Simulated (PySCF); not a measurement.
Molecule: delta-Valerolactam (SMILES O=C1CCCCN1).

Molfile (atoms numbered from 1):
```
C5H9NO
     RDKit          3D

 16 16  0  0  0  0  0  0  0  0999 V2000
    2.5675    1.2618   -0.0479 O   0  0  0  0  0  0  0  0  0  0  0  0
    1.4627    0.7562   -0.0308 C   0  0  0  0  0  0  0  0  0  0  0  0
    1.2358   -0.6877   -0.4385 C   0  0  0  0  0  0  0  0  0  0  0  0
   -0.0680   -1.2925    0.0627 C   0  0  0  0  0  0  0  0  0  0  0  0
   -1.2171   -0.3333   -0.2076 C   0  0  0  0  0  0  0  0  0  0  0  0
   -0.9871    0.9739    0.5293 C   0  0  0  0  0  0  0  0  0  0  0  0
    0.3512    1.4752    0.3011 N   0  0  0  0  0  0  0  0  0  0  0  0
    1.2612   -0.6960   -1.5423 H   0  0  0  0  0  0  0  0  0  0  0  0
    2.1212   -1.2501   -0.1107 H   0  0  0  0  0  0  0  0  0  0  0  0
   -0.0005   -1.4849    1.1479 H   0  0  0  0  0  0  0  0  0  0  0  0
   -0.2461   -2.2678   -0.4157 H   0  0  0  0  0  0  0  0  0  0  0  0
   -1.2873   -0.1391   -1.2918 H   0  0  0  0  0  0  0  0  0  0  0  0
   -2.1819   -0.7600    0.1064 H   0  0  0  0  0  0  0  0  0  0  0  0
   -1.7148    1.7327    0.1985 H   0  0  0  0  0  0  0  0  0  0  0  0
   -1.1639    0.8182    1.6120 H   0  0  0  0  0  0  0  0  0  0  0  0
    0.5615    2.4263    0.5842 H   0  0  0  0  0  0  0  0  0  0  0  0
  1  2  2  0
  2  3  1  0
  3  4  1  0
  4  5  1  0
  5  6  1  0
  6  7  1  0
  7  2  1  0
  3  8  1  0
  3  9  1  0
  4 10  1  0
  4 11  1  0
  5 12  1  0
  5 13  1  0
  6 14  1  0
  6 15  1  0
  7 16  1  0
M  END
```

Spin–spin couplings on one PBE0-D3(BJ)/def2-SVP geometry, PySCF, gas phase, non-relativistic, equivalent pairs averaged (spin–dipole term only in couplings to heteroatoms); isotopes 13C, 1H, 15N; functional B3LYP.

Task: How do the couplings (Hz) change with the basis set? Times are CPU seconds on shared hosts with different chips, so compare them loosely. Far from the basis limit: 6-31G*, pcJ-0, 6-31G-J, def2-TZVP.

Result: 
| basis set | functions | 1J(C6,H14) | 1J(C3,H8) | 1J(C5,H12) | 1J(C4,H10) | 1J(N7,H16) | 1J(C2,C3) | 1J(C5,C6) | core-s |
| --- | --- | --- | --- | --- | --- | --- | --- | --- | --- |
| 6-31G* | 116 | 153.4 | 150.4 | 146.9 | 146.4 | -86.2 | 64.2 | 48.6 | 28 |
| pcJ-0 | 118 | 122.6 | 117.3 | 115.7 | 115.4 | -77.0 | 39.9 | 26.8 | 22 |
| 6-31G-J | 120 | 147.2 | 139.4 | 138.4 | 138.3 | -94.1 | 50.2 | 35.5 | 26 |
| def2-TZVP | 271 | 134.5 | 127.5 | 126.2 | 126.1 | -85.4 | 50.1 | 34.3 | 100 |
| pcJ-1 | 279 | 142.3 | 135.1 | 134.0 | 133.9 | -91.6 | 51.2 | 36.1 | 62 |

The Fermi-contact term samples the wavefunction at the nucleus, which is why sets with added tight s functions (names with J) are made for couplings.
